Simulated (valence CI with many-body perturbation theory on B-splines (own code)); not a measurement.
The numbers below are computed, except where a source is named.
**From CI to CI+MBPT in Bi LXI**

Method: configuration interaction combined with many-body perturbation theory (CI+MBPT): five valence electrons over a frozen Dirac-Fock core [Ar], a basis of 7 s, 7 p, 8 d, 6 f, 4 g, 1 h functions for each j, with the one-electron correlation potential Σ1 (screened to all orders), the two-electron term Σ2, the three-electron term Σ3, Breit, model QED; selected single and double excitations, second order for the rest (own B-spline code, finite nucleus).

The last digits are not significant, and no measured levels were compared; by estimate large intervals hold to a few tenths of a per cent, small ones and those within an open d or f shell to about a per cent. The list stops below the first excitations out of the core. Only levels of the ground parity were solved; by the run's estimate the other parity begins above the list, which can be wrong where configurations are misplaced.

Each rung adds one term. CI alone is the Dirac-Coulomb CI over the frozen core; QED comes last and gives the full result, which names the levels. Energies are above (3d3/2^4 3d5/2) J=5/2 on the same rung, in eV.

Levels are named by their leading jj configuration (3d3/2^4 stands for four electrons in 3d with j = 3/2), which in mixed levels can hold well under half, so a name can repeat and another be missing. Letters in brackets count levels of one name in rising energy.

```tsv
Level	CI alone
(3d3/2^3 3d5/2^2) J=5/2 [a]	108.75
(3d3/2^3 3d5/2^2) J=7/2 [a]	122.93
(3d3/2^3 3d5/2^2) J=11/2	125.83
(3d3/2^3 3d5/2^2) J=3/2 [a]	124.59
(3d3/2^3 3d5/2^2) J=9/2	132.00
(3d3/2^3 3d5/2^2) J=5/2 [b]	136.30
(3d3/2^3 3d5/2^2) J=7/2 [b]	141.39
(3d3/2^3 3d5/2^2) J=1/2	141.23
(3d3/2^3 3d5/2^2) J=3/2 [b]	162.07
(3d3/2^2 3d5/2^3) J=5/2 [a]	229.44
(3d3/2^2 3d5/2^3) J=11/2	242.72
(3d3/2^2 3d5/2^3) J=7/2 [a]	241.12
(3d3/2^2 3d5/2^3) J=9/2 [a]	244.65
(3d3/2^2 3d5/2^3) J=13/2	249.98
(3d3/2^2 3d5/2^3) J=1/2 [a]	249.19
(3d3/2^2 3d5/2^3) J=3/2 [a]	250.59
```

What do these energies become with core correlation, Breit and QED?

(3d3/2^3 3d5/2^2) J=5/2 [a] 108.12 (-0.635); (3d3/2^3 3d5/2^2) J=7/2 [a] 120.92 (-2.006); (3d3/2^3 3d5/2^2) J=11/2 121.83 (-3.999); (3d3/2^3 3d5/2^2) J=3/2 [a] 123.60 (-0.993); (3d3/2^3 3d5/2^2) J=9/2 129.01 (-2.989); (3d3/2^3 3d5/2^2) J=5/2 [b] 133.94 (-2.364); (3d3/2^3 3d5/2^2) J=7/2 [b] 138.74 (-2.650); (3d3/2^3 3d5/2^2) J=1/2 139.58 (-1.652); (3d3/2^3 3d5/2^2) J=3/2 [b] 160.69 (-1.384); (3d3/2^2 3d5/2^3) J=5/2 [a] 227.66 (-1.777); (3d3/2^2 3d5/2^3) J=11/2 237.79 (-4.934); (3d3/2^2 3d5/2^3) J=7/2 [a] 237.96 (-3.159); (3d3/2^2 3d5/2^3) J=9/2 [a] 240.32 (-4.330); (3d3/2^2 3d5/2^3) J=13/2 243.16 (-6.816); (3d3/2^2 3d5/2^3) J=1/2 [a] 247.11 (-2.079); (3d3/2^2 3d5/2^3) J=3/2 [a] 248.33 (-2.256).

How does the ionisation energy move along the ladder, and which term matters most?

CI alone 6348.0, + Σ1 6350.3, + Σ2 6361.5, + Σ3 6361.7, + Breit 6358.4, + QED 6358.5 eV. The largest step is Σ2, 11.2 eV. NIST lists 6358 ± 10 eV (theoretical).
